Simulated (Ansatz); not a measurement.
# Abstraction of H: SbH(CH3)2 + GeH2(CH3)S → SbH(CH2)(CH3) + GeH2(CH3)(SH)

Gas-phase species: SbH(CH3)2, singlet; GeH2(CH3)S, doublet; SbH(CH2)(CH3), doublet; GeH2(CH3)(SH), singlet. A radical takes H: the energy is the difference in strength between the C–H bond broken and the S–H bond made.

Shapes, held fixed at every level: PBE0-D4/def2-TZVP. Flexible molecules stand in one conformer, not always the lowest. Programs: Ansatz 0.2.0. The zero-point and thermal change to 298 K, harmonic and unscaled (PBE0-D4/def2-TZVP), is -11.5 kJ/mol.

```json
{"level": "HF/def2-TZVPP", "kind": "Hartree–Fock", "ΔH(298 K) (kJ/mol)": "+53.0", "less CCSD(T)/def2-TZVPP": "-0.7"}
{"level": "SPW92/def2-TZVPP", "kind": "LDA", "ΔH(298 K) (kJ/mol)": "+49.8", "less CCSD(T)/def2-TZVPP": "-3.9"}
{"level": "r2SCAN-D4/def2-TZVPP", "kind": "meta-GGA", "ΔH(298 K) (kJ/mol)": "+42.8", "less CCSD(T)/def2-TZVPP": "-10.9"}
{"level": "B3LYP-D4/def2-TZVPP", "kind": "global hybrid", "ΔH(298 K) (kJ/mol)": "+53.6", "less CCSD(T)/def2-TZVPP": "-0.1"}
{"level": "r2SCAN0-D4/def2-TZVPP", "kind": "global hybrid", "ΔH(298 K) (kJ/mol)": "+45.2", "less CCSD(T)/def2-TZVPP": "-8.5"}
{"level": "B2PLYP/def2-TZVPP", "kind": "double hybrid", "ΔH(298 K) (kJ/mol)": "+54.5", "less CCSD(T)/def2-TZVPP": "+0.8"}
{"level": "CCSD/def2-SVP", "kind": "coupled cluster or CI", "ΔH(298 K) (kJ/mol)": "+62.7", "less CCSD(T)/def2-TZVPP": "+9.0"}
{"level": "CCSD(T)/def2-TZVPP", "kind": "coupled cluster or CI", "ΔH(298 K) (kJ/mol)": "+53.7", "less CCSD(T)/def2-TZVPP": "0.0"}
```

The highest level, CCSD(T)/def2-TZVPP, gives ΔH(298 K) = +53.7 kJ/mol; the levels span +42.8 to +62.7. The column of differences is taken from that level and isn't an error. No measured value is set beside it here. Open shells run unrestricted. For atoms past krypton def2 sets carry core potentials with scalar relativity. Relativity is left out for Ge. Outer-core shells of Ge, Sb are correlated, in sets that cover them unevenly.
